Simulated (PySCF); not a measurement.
# CoP: frontier orbitals

MN15 at R = 2.105 Å; PySCF, spin-free X2C with a Gaussian nucleus, basis sets Co x2c-TZVPPall, P x2c-TZVPPall. State: ⁵Δ (quintet), unpaired electrons σ ↑, π ↑↑, δ ↑. Only the outer orbitals are listed, counted within each symmetry.

```tsv
spin	orbital	occ.	ε (eV)	on Co (%)	main shells (%)
α	1δ	1	-9.88	100	100 Co d
α	10σ	1	-9.81	85	83 Co d, 11 P p
α	4π	1	-9.67	91	91 Co d, 8 P p
α	4π	1	-9.67	91	91 Co d, 8 P p
α	1δ	1	-9.32	100	100 Co d
α	11σ	1	-7.33	39	58 P p, 33 Co s
α	5π	1	-6.42	16	84 P p, 8 Co d
α	5π	1	-6.42	16	84 P p, 8 Co d
α	12σ	0	-1.75	79	50 Co s, 25 Co p, 21 P p
α	6π	0	1.00	91	88 Co p
α	6π	0	1.00	91	88 Co p
β	9σ	1	-14.24	16	83 P s
β	4π	1	-7.52	89	88 Co d, 10 P p
β	4π	1	-7.52	89	88 Co d, 10 P p
β	1δ	1	-7.33	100	100 Co d
β	10σ	1	-7.13	31	63 P p, 17 Co d, 13 Co s
β	11σ	0	-1.83	100	62 Co s, 33 Co d
β	5π	0	-1.67	25	75 P p, 15 Co p, 10 Co d
β	5π	0	-1.67	25	75 P p, 15 Co p, 10 Co d
```

Task: Which are the highest filled and the lowest empty level, where do they sit, and how wide is the gap?

Result: Highest filled α 5π at -6.42 eV (in %: 84 P p, 8 Co d); lowest empty β 11σ at -1.83 eV (in %: 62 Co s, 33 Co d); the gap at MN15 is 4.59 eV.

The bond order (Mayer) is 1.87. The ⟨S²⟩ is 6.016 and the charge on Co (Mulliken, basis-dependent) is 0.21. The charge on Co (Löwdin, basis-dependent) is -0.17 and the dipole moment (positive dipole means Co(−)P(+)) is -3.67 D.

The state is the lowest single determinant that the PBE0 search found; with open d or f shells the true ground state can be another one.
